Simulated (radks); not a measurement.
The numbers below are computed, except where a source is named.
Pb XVI, 67 electrons, occupied as [Kr] 4d10 4f14 5s2 5p5. Level of theory: scalar-relativistic Kohn-Sham, r2SCAN, spin-polarised, spherical densities, finite nucleus; open shells are filled with parallel spins first (spin-orbit coupling, left out, can overturn this in heavy ions); meta-GGA in the generalised Kohn-Sham scheme; Fermi nuclear charge, rms radius 5.5012 fm (a radial shooting solver on a logarithmic mesh with Libxc functionals). Some entries of the table are withheld. Estimate them.

| orbital | occ. | eigenvalue (hartree) | <r^2> (bohr^2) |
|---|---|---|---|
| 1s up | 1 | -3252.058 | 0.0003575 |
| 1s down | 1 | -3252.046 | 0.0003575 |
| 2s up | 1 | -592.1275 | 0.005420 |
| 2s down | 1 | -592.1250 | 0.005420 |
| 2p up | 3 | -509.5850 | 0.004618 |
| 2p down | 3 | -509.5780 | 0.004618 |
| 3s up | 1 | -151.0363 | 0.03478 |
| 3s down | 1 | -151.0327 | 0.03478 |
| 3p up | 3 | -127.2602 | 0.03605 |
| 3p down | 3 | -127.2550 | 0.03605 |
| 3d up | 5 | -102.9458 | 0.02990 |
| 3d down | 5 | -102.9399 | 0.02990 |
| 4s up | 1 | -42.92687 | 0.1658 |
| 4s down | 1 | -42.91573 | 0.1658 |
| 4p up | 3 | -35.08270 | 0.1894 |
| 4p down | 3 | -35.07198 | 0.1893 |
| 4d up | 5 | -25.94771 | 0.2113 |
| 4d down | 5 | -25.93501 | 0.2110 |
| 4f up | 7 | -15.86162 | 0.2331 |
| 4f down | 7 | -15.84519 | 0.2322 |
| 5s up | 1 | -15.71066 | 0.7265 |
| 5s down | 1 | -15.62466 | 0.7255 |
| 5p up | 3 | (1) | 0.8721 |
| 5p down | 2 | (2) | 0.8730 |
| 5d up | 0 | -10.23400 | (3) |
| 5d down | 0 | -10.16036 | (4) |
| 6s up | 0 | -7.86377 | (5) |
| 6s down | 0 | -7.84833 | (6) |

Answer. 
(1) 5p up eigenvalue (hartree): -13.25972
(2) 5p down eigenvalue (hartree): -13.17377
(3) 5d up <r^2> (bohr^2): 1.115
(4) 5d down <r^2> (bohr^2): 1.121
(5) 6s up <r^2> (bohr^2): 2.364
(6) 6s down <r^2> (bohr^2): 2.384
